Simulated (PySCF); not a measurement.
## Mayer bond orders and bond lengths

Vinylcyanodiacetylene, C7H3N.
Numbering: `[CH2:1]=[CH:2][C:3]#[C:4][C:5]#[C:6][C:7]#[N:8]` (hydrogens: H9, H10 on C1; H11 on C2)

Structure used (PBE0-D3(BJ)/def2-TZVP), in Å, numbered top down from 1:
```
atom  x, y, z in Å
C1    -2.124   -0.934    2.012
C2    -0.834   -1.150    1.745
C3    -0.151   -0.551    0.669
C4     0.461   -0.049   -0.251
C5     1.134    0.514   -1.274
C6     1.736    1.022   -2.198
C7     2.411    1.592   -3.231
N8     2.983    2.078   -4.112
H9    -2.724   -0.272    1.399
H10   -2.604   -1.419    2.852
H11   -0.250   -1.818    2.373
```

Bond orders from the PBE0/pcSseg-2 density (PySCF). Geometry: PBE0-D3(BJ)/def2-TZVP; no solvent, vibrations or thermal averaging.

(1) How far do the computed orders between heavy atoms stray from the drawn ones?

(2) Give the Mayer order of every bond, beside its length.

Results:

(1) The largest departure is 0.359, at C4–C5 (drawn single, 1.359). Drawn single, order above 1.12: C4–C5 (1.359) and C6–C7 (1.176). Drawn double or triple, more than 0.30 short of the drawn order: C3–C4 (2.656) and C5–C6 (2.674).

(2) 
```
  bond  drawn as  length (Å)  Mayer order
 C1–C2    double       1.335        1.817
 C2–C3    single       1.408        1.109
 C3–C4    triple       1.214        2.656
 C4–C5    single       1.349        1.359
 C5–C6    triple       1.214        2.674
 C6–C7    single       1.360        1.176
 C7–N8    triple       1.157        2.803
 C1–H9    single       1.083        1.005
C1–H10    single       1.083        0.990
C2–H11    single       1.087        0.998
```

Bonds between the same two heavy elements. C–C: lowest C2–C3 (1.109, 1.408 Å), highest C5–C6 (2.674, 1.214 Å).

Task: Sum the orders of all bonds at each heavy atom with more than one neighbour and set the sums beside the valence in the SMILES.

Result: C1 3.812 (drawn 4), C2 3.924 (drawn 4), C3 3.765 (drawn 4), C4 4.015 (drawn 4), C5 4.033 (drawn 4), C6 3.850 (drawn 4), C7 3.979 (drawn 4). Orders between atoms that aren't bonded are not in these sums.

The Mayer order sums products of elements of PS (density times overlap matrix) between the two atoms' basis functions, so it depends on the basis set.

The run behind these numbers computed NMR shieldings as well. The run took 54 s of wall time on one thread, Arm Neoverse V1 (aarch64), shared host, and the process peaked at 1.3 GiB of memory.
